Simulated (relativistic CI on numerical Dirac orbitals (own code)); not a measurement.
Energy levels of Hf XLIX

Computed by Dirac-Coulomb-Breit CI, orbitals from a KLI potential per configuration, a model potential for QED, unscaled Slater integrals (own radial code, finite nucleus).

Configuration list (outside the closed core [Ne]): 3s²3p⁶3d⁶, 3s²3p⁵3d⁷, 3s²3p⁴3d⁸, 3s3p⁶3d⁷, 3p⁶3d⁸, 3s3p⁵3d⁸, 3s²3p⁶3d⁵4s, 3s²3p⁶3d⁵4p, 3s²3p⁴3d⁷4s, 3s²3p⁶3d⁵4d, 3s²3p⁵3d⁶4s, 3s²3p⁶3d⁵4f, 3s²3p⁶3d⁴4s², 3s3p⁶3d⁶4s, 3p⁶3d⁷4s, 3p⁶3d⁷4p. Levels of other configurations are missing.

The lowest level is 3s²3p⁶3d⁶ ³F4, with 41 % of that term; Hund's rules for 3s²3p⁶3d⁶ give ⁵D with J = 4, of which the calculation keeps J, while another term leads.

| No. | Configuration | Term | J | E (eV) | % | Landé g | Lifetime (s) |
| --- | --- | --- | --- | --- | --- | --- | --- |
| 1 | 3s²3p⁶3d⁶ | ³F | 4 | 0.000 | 41 | 1.247 |  |
| 2 | 3s²3p⁶3d⁶ | ³P | 2 | 7.386 | 40 | 1.273 | 5.07e+01 |
| 3 | 3s²3p⁶3d⁶ | ³P | 0 | 24.077 | 52 |  | 2.49e-01 |
| 4 | 3s²3p⁶3d⁶ | ⁵D | 3 | 54.386 | 63 | 1.347 | 4.51e-07 |
| 5 | 3s²3p⁶3d⁶ | ⁵D | 4 | 56.183 | 44 | 1.173 | 4.95e-07 |
| 6 | 3s²3p⁶3d⁶ | ⁵D | 1 | 58.958 | 49 | 1.292 | 4.15e-07 |
| 7 | 3s²3p⁶3d⁶ | ³G | 5 | 64.128 | 61 | 1.124 | 2.25e-06 |
| 8 | 3s²3p⁶3d⁶ | ³H | 6 | 64.194 | 67 | 1.101 | 4.46e-02 |
| 9 | 3s²3p⁶3d⁶ | ³F | 2 | 70.422 | 48 | 0.975 | 7.26e-07 |
| 10 | 3s²3p⁶3d⁶ | ³D | 3 | 71.899 | 32 | 1.061 | 1.06e-06 |
| 11 | 3s²3p⁶3d⁶ | ³P | 0 | 81.362 | 69 |  | 1.53e-05 |
| 12 | 3s²3p⁶3d⁶ | ¹G | 4 | 85.144 | 42 | 1.045 | 1.81e-05 |
| 13 | 3s²3p⁶3d⁶ | ³D | 2 | 85.528 | 34 | 1.111 | 3.38e-06 |
| 14 | 3s²3p⁶3d⁶ | ³P | 1 | 85.887 | 63 | 1.178 | 9.56e-07 |
| 15 | 3s²3p⁶3d⁶ | ³F | 3 | 87.995 | 55 | 1.056 | 1.60e-06 |
| 16 | 3s²3p⁶3d⁶ | ⁵D | 2 | 114.367 | 63 | 1.436 | 2.05e-07 |
| 17 | 3s²3p⁶3d⁶ | ⁵D | 0 | 117.303 | 63 |  | 1.84e-07 |
| 18 | 3s²3p⁶3d⁶ | ³H | 4 | 120.659 | 42 | 1.093 | 2.50e-07 |
| 19 | 3s²3p⁶3d⁶ | ⁵D | 3 | 124.029 | 29 | 1.202 | 2.71e-07 |
| 20 | 3s²3p⁶3d⁶ | ³H | 5 | 124.909 | 61 | 1.088 | 4.46e-07 |
| 21 | 3s²3p⁶3d⁶ | ¹I | 6 | 128.377 | 67 | 1.044 | 7.41e-07 |
| 22 | 3s²3p⁶3d⁶ | ³G | 3 | 131.295 | 42 | 0.962 | 4.00e-07 |
| 23 | 3s²3p⁶3d⁶ | ³D | 1 | 134.033 | 49 | 1.000 | 3.26e-07 |
| 24 | 3s²3p⁶3d⁶ | ¹G | 4 | 136.019 | 51 | 1.045 | 5.14e-07 |
| 25 | 3s²3p⁶3d⁶ | ³F | 2 | 137.077 | 35 | 1.047 | 4.36e-07 |
| 26 | 3s²3p⁶3d⁶ | ³F | 2 | 148.065 | 68 | 0.866 | 2.87e-07 |
| 27 | 3s²3p⁶3d⁶ | ³F | 4 | 152.774 | 62 | 1.150 | 4.47e-07 |
| 28 | 3s²3p⁶3d⁶ | ¹D | 2 | 170.484 | 80 | 1.020 | 4.64e-07 |
| 29 | 3s²3p⁶3d⁶ | ³P | 1 | 180.461 | 61 | 1.491 | 1.20e-07 |
| 30 | 3s²3p⁶3d⁶ | ¹S | 0 | 187.081 | 80 |  | 3.25e-07 |
| 31 | 3s²3p⁶3d⁶ | ¹G | 4 | 193.153 | 39 | 1.023 | 1.76e-07 |
| 32 | 3s²3p⁶3d⁶ | ³P | 2 | 199.040 | 33 | 1.188 | 1.85e-07 |
| 33 | 3s²3p⁶3d⁶ | ³F | 3 | 201.223 | 38 | 1.059 | 1.97e-07 |
| 34 | 3s²3p⁶3d⁶ | ³P | 0 | 253.220 | 59 |  | 9.38e-08 |
| 35 | 3p⁵3d⁷(4F) | ⁵G° | 6 | 365.376 | 67 | 1.264 | 4.36e-11 |
| 36 | 3p⁵3d⁷(2D) | ³P° | 0 | 376.083 | 58 |  | 3.76e-11 |
| 37 | 3p⁵3d⁷(2G) | ³G° | 5 | 376.573 | 45 | 1.230 | 3.42e-12 |
| 38 | 3p⁵3d⁷(2P) | ³D° | 3 | 377.123 | 56 | 1.252 | 8.10e-12 |
| 39 | 3p⁵3d⁷(2D) | ³F° | 4 | 389.731 | 55 | 1.272 | 3.50e-11 |
| 40 | 3p⁵3d⁷(2P) | ³P° | 2 | 389.912 | 34 | 1.252 | 1.31e-11 |
| 41 | 3p⁵3d⁷(2D) | ³P° | 2 | 403.276 | 35 | 1.226 | 1.14e-12 |
| 42 | 3p⁵3d⁷(2D) | ³D° | 3 | 409.327 | 47 | 1.205 | 1.96e-12 |
| 43 | 3p⁵3d⁷(4F) | ³F° | 4 | 409.570 | 37 | 1.235 | 6.95e-13 |
| 44 | 3p⁵3d⁷(4F) | ³D° | 3 | 420.836 | 37 | 1.337 | 5.14e-13 |
| 45 | 3p⁵3d⁷(2D) | ³D° | 1 | 421.783 | 28 | 1.119 | 1.12e-12 |

Energies count from the lowest computed level; ° marks odd parity; lifetimes are radiative, by E1, M1, E2, M2 decay to levels of this space only. Percentages are summed over parent terms; the parents shown are those of the largest component, closed shells are left out there.

The mean weight of the leading LS term, summed over parents, in these 45 levels is 51 %, and that of the leading jj configuration (from the same eigenvectors) 96 %, so jj coupling describes them better and the LS labels are nominal.

At this charge energies of transitions that change n are usually good to better than 1 %, and those within a shell (Δn = 0) to a few per cent.

LS names give the leading component of a level, which can be under half, so a name can repeat, a term be missing and a line seem to break the LS rules.
